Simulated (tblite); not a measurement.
Task: Write Cartesian coordinates for `CN([SiH3])C[SiH2]c1ccco1` as optimised with GFN2-xTB.

Result: 
```
atom  x, y, z in Å
C1    -2.646   -0.729    1.247
N2    -2.259    0.222    0.240
Si3   -3.184    0.419   -1.194
C4    -0.848    0.536    0.265
Si5    0.353   -0.859   -0.274
C6     2.085   -0.171   -0.099
C7     3.146   -0.063   -0.956
C8     4.204    0.525   -0.229
C9     3.716    0.733    1.025
O10    2.445    0.320    1.113
H11   -2.284   -0.399    2.225
H12   -3.731   -0.800    1.283
H13   -2.240   -1.729    1.054
H14   -2.770    1.707   -1.749
H15   -4.578    0.413   -0.749
H16   -3.006   -0.624   -2.220
H17   -0.691    1.401   -0.384
H18   -0.586    0.856    1.282
H19    0.140   -1.231   -1.675
H20    0.226   -2.045    0.584
H21    3.159   -0.367   -1.983
H22    5.187    0.758   -0.584
H23    4.160    1.154    1.906
```

Any rigid rotation of these coordinates is as good. Atoms count from 1 in this order. Of the pairs four or more bonds apart, Si5···H13 is among the closest relative to their van der Waals radii: 3.04 Å, 92 % of the sum of Bondi's values. The C–C distances run from 1.361 Å (C8–C9, aromatic) to 1.412 Å (C7–C8, aromatic), a spread of 0.051 Å. Si5 (SiH2 silicon) is tetrahedral (angles from 106.6° to 111.6°). Si3 (SiH3 silicon) is distorted tetrahedral (angles from 105.0° to 115.8°).

Bonds between heavy atoms (Å): C1–N2 1.439, N2–Si3 1.717, N2–C4 1.446, C4–Si5 1.918, Si5–C6 1.872, C6–C7 1.369, C7–C8 1.412, C8–C9 1.361, C9–O10 1.339, C6–O10 1.356.

Structure optimised with GFN2-xTB, isolated species.

Point group: C1 (no symmetry element, even within 0.4 Å). Its GFN2-xTB frequencies are all real (lowest 16 cm⁻¹). One conformer, not necessarily the lowest (C1–N2–C4–Si5 69°, N2–C4–Si5–C6 -179°, C4–Si5–C6–C7 -126°). 3 starts were optimised and ended at 0.00, 1.52 and 1.61 kcal/mol (GFN2-xTB); the lowest of these is shown.

These are computed values.
